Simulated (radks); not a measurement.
Ta2+, configuration [Xe] 4f14 5d(up 1.75, down 1.25) (fractional occupations, a model configuration). Method: scalar-relativistic Kohn-Sham, PBE, spin-polarised, spherical densities, finite nucleus; Fermi nuclear charge, rms radius 5.3507 fm; computed with a radial shooting solver on a logarithmic mesh with Libxc functionals.

Unscreened Slater integrals over Kohn-Sham orbitals (cm^-1). They are taken over the spin-up orbitals.

F0(5d,5d): 100310
F2(5d,5d): 51377
F4(5d,5d): 33568
F0(5d,4f): 130820
F2(5d,4f): 28887
F4(5d,4f): 13431
G1(5d,4f): 11791
G3(5d,4f): 9855.9
G5(5d,4f): 7573.9
F0(5d,5p): 118320
F2(5d,5p): 55528
G1(5d,5p): 64475
G3(5d,5p): 39516
F0(4f,4f): 318220
F2(4f,4f): 152190
F4(4f,4f): 95685
F6(4f,4f): 68897
F0(4f,5p): 186790
F2(4f,5p): 60085
G2(4f,5p): 27897
G4(4f,5p): 22108
F0(5p,5p): 153020
F2(5p,5p): 82334

Derived for the open shells (J is the average intra-shell exchange parameter used in DFT+U). 5d: Racah B = F2/49 - 5 F4/441 = 667.9 cm^-1, C = 35 F4/441 = 2664 cm^-1, C/B = 3.99, F4/F2 = 0.653, J = (F2 + F4)/14 = 6067 cm^-1.
